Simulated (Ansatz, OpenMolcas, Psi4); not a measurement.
The HOMO–LUMO gap down a group: C to Ge

All atoms of one element are swapped for its congeners: C2H6O (dimethyl ether) `COC`; Si2H6O (disiloxane) `[SiH3]O[SiH3]`; Ge2H6O `[GeH3][O][GeH3]`. All are singlets with charge 0.

Shapes, held fixed at every level: PBE0-D4/def2-TZVP. Programs: Ansatz 0.2.0, OpenMolcas 26.06, Psi4 1.11. A level may come from different programs for different species; with the same settings they agree closely. Values in eV.

Question: How should the HOMO–LUMO gap change along the series?

Answer: At B3LYP/6-31G* (Cartesian functions) the HOMO–LUMO gap falls at every step, from 9.38 to 7.36 eV. Every level shows the same order. Relativity is left out for Ge. Orbital gaps aren't excitation energies, and the LUMO depends on the basis.

| level | C2H6O | Si2H6O | Ge2H6O |
| --- | --- | --- | --- |
| HF/STO-3G | 24.82 | 20.12 | 18.76 |
| HF/3-21G | 18.28 | 15.91 | 15.11 |
| B3LYP/6-31G* (Cartesian functions) | 9.38 | 8.30 | 7.36 |
